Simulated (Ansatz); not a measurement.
KBi2⁺. Charge 1, multiplicity 3. Geometry r2SCAN-D4/def2-TZVP, that of the neutral doublet; atoms count from 1.

```xyz
3

K    -1.9020    0.8678    0.4496
Bi    1.3696    0.7697   -0.7423
Bi    0.5324   -1.6375    0.2926
```

In the def2 sets Bi takes a core potential; there is no spin–orbit coupling. At PBE0-D4/def2-TZVP a singlet of charge 1 lies 1.18 eV below the triplet, each at its own geometry. The structure comes from a short search, and lower isomers may exist.

Q: Estimate the Mulliken populations from the PBE0/def2-TZVP orbitals of Ansatz.

A: 
| atom | charge (e) | spin (α − β) |
| --- | --- | --- |
| K1 | 0.79 | 0.07 |
| Bi2 | 0.10 | 0.96 |
| Bi3 | 0.11 | 0.97 |
Mulliken values depend strongly on the basis.

Q: Where does the spin sit?

A: Summed by element: K 0.07, Bi 1.93, of 2 unpaired in all. Largest on single atoms: Bi3 0.97, Bi2 0.96, K1 0.07.

Q: And the Mayer bond orders between heavy atoms (over 0.3)?

A: Bi2–Bi3 1.90 (2.75 Å).
